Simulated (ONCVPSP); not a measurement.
# Plane-wave convergence, ONCV potential for Gd

gadolinium, optimised norm-conserving Vanderbilt (ONCV), made with ONCVPSP 4.0.1 (PBE, fully relativistic). Core [Kr] 4d10 4f7, reference 5s2 5p6 5d1 6s2. Waves: 5s+6s: rc 2.15 bohr, ncon 4, nbas 8, qcut 5.4 1/bohr, 2 projectors; 5p: rc 1.90 bohr, ncon 4, nbas 7, qcut 8.8 1/bohr, 1 projector; 5d: rc 3.75 bohr, ncon 4, nbas 9, qcut 5 1/bohr, 2 projectors, debl 3 Ha. Local part: polynomial inside 1.45 bohr (lpopt 4, dvloc0 4 Ha). Core correction: Teter function, fcfact 3.25, rcfact 1.5.

Open shells are filled in proportion to 2j + 1.

Question: For each optimised wave give the share of its norm inside rc, the residual kinetic energy above qcut (Ha) and the cutoffs (Ha) for errors of 10, 1, 0.1 and 0.01 mHa per electron.

Answer:

```tsv
wave	norm inside rc	residual KE	10 mHa	1 mHa	0.1 mHa	0.01 mHa
5s	0.951	1.0e-05	7.6	10.6	12.8	14.9
6s	0.060	9.8e-06	4.2	9.7	12.4	14.8
5p j=3/2	0.750	4.9e-08	15.2	21.2	25.9	30.0
5p j=1/2	0.806	5.6e-08	15.3	21.4	26.2	30.3
5d j=5/2	0.778	7.9e-10	4.9	6.6	8.1	9.2
d projector 2 j=5/2	0.245	3.7e-07	8.1	9.6	10.6	11.4
5d j=3/2	0.803	9.3e-10	5.0	6.7	8.2	9.3
d projector 2 j=3/2	0.248	3.3e-07	8.1	9.7	10.6	11.4
```

The occupied waves need 21 Ha and 26 Ha for 1 and 0.1 mHa. 1 of 4 tests not solved or not reliable.
